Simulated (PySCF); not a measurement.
Correlation energy of Pt+ (platinum, charge +1)

[Xe] 4f14 5d8 6s1, high-spin 4F determinant (an excited configuration). Calculation: PySCF 2.14, in x2c-TZVPPall (11s7p7d3f1g, 97 functions); the spin-free X2C one-electron Hamiltonian (Gaussian nucleus). Frozen: [Kr] 4d10 4f14; 17 electrons correlated.

| level | correlation energy (mhartree) |
| --- | --- |
| CCSD | -450.77 |
| (T) | -11.93 |
| CCSD(T) | -462.70 |

Diagnostics: T1 = 0.0077, D1 = 0.0278, largest double amplitude 0.016.

Spin-orbit coupling, absent here, splits the open shell strongly.

Cost of the coupled-cluster step: roughly 20 core-seconds, for 17 correlated electrons.

This basis was not built for core-valence correlation, so the inner-shell part is incomplete.
